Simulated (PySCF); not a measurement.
Ga¹⁸⁺: ionisation energy

Ga¹⁸⁺ [Ne] 3s2 3p1 [3p1/2^1, M_J = 1/2] → Ga¹⁹⁺ [Ne] 3s2, as a difference of total energies. All numbers are calculated (PySCF 2.14, the two-component X2C-1e Hamiltonian, in an uncontracted even-tempered set (19 s from 1.9 bohr⁻², ratio 2.4; 13 p from 2.4 bohr⁻², ratio 2.4; 5 d from 9.2 bohr⁻², ratio 2.6; 4 f from 14 bohr⁻², ratio 2.6)). Correlated levels: 1s2 frozen; the 50 highest virtual spinors dropped. "Screened" scales the spin-orbit matrix elements by Boettger's factors to mimic the two-electron term; Breit and QED terms are absent.

```json
{"method": "GHF (spin-free)", "ionisation energy (eV)": "676.87"}
{"method": "GMP2 (spin-free)", "ionisation energy (eV)": "677.29"}
{"method": "GHF (screened spin-orbit)", "ionisation energy (eV)": "680.90"}
{"method": "GMP2 (screened spin-orbit)", "ionisation energy (eV)": "681.35"}
```

Q: How much does correlation contribute at GMP2 (screened spin-orbit)?

A: 681.35 − (680.90) = 0.45 eV, measured against GHF (screened spin-orbit).

Breit and QED terms and the two-electron picture change are absent.

The spin-free rows lack the spin-orbit shift.

For comparison: 677 ± 3 eV (semi-empirical (NIST evaluation); NIST Atomic Spectra Database, ionization energies).
